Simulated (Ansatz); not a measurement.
# Worked example: SbHF2 + GeH2(NH)(NH2) → SbF2 + GeH2(NH2)2

Gas-phase species: SbHF2 `[F][SbH][F]`, singlet; GeH2(NH)(NH2), doublet; SbF2 `[F][Sb][F]`, doublet; GeH2(NH2)2, singlet. A radical takes H: the energy is the difference in strength between the Sb–H bond broken and the N–H bond made.

Shapes, held fixed at every level: PBE0-D4/def2-TZVP. Flexible molecules stand in one conformer, not always the lowest. Programs: Ansatz 0.2.0. The zero-point and thermal change to 298 K, harmonic and unscaled (PBE0-D4/def2-TZVP), is +16.9 kJ/mol.

At CCSD(T)/def2-TZVPP; 1 Eh = 2625.50 kJ/mol:

| species | energy (Eh) |
| --- | --- |
| SbHF2 | -439.722739 |
| GeH2(NH)(NH2) | -2187.898807 |
| SbF2 | -439.114501 |
| GeH2(NH2)2 | -2188.581886 |

Problem. Work out ΔH(298 K) of the reaction at this level.

Solution. 
1. Products less reactants: (-439.114501) + (-2188.581886) − [(-439.722739) + (-2187.898807)] = -0.074841 Eh = -196.5 kJ/mol.
2. With the thermal change: -196.5 + (+16.9) = -179.6 kJ/mol.

Other levels give -205.1 (MP2/def2-TZVPP) to -141.6 kJ/mol (HF/def2-TZVPP). No measured value is set beside it here. Open shells run unrestricted. For atoms past krypton def2 sets carry core potentials with scalar relativity. Relativity is left out for Ge. Outer-core shells of Ge, Sb are correlated, in sets that cover them unevenly.
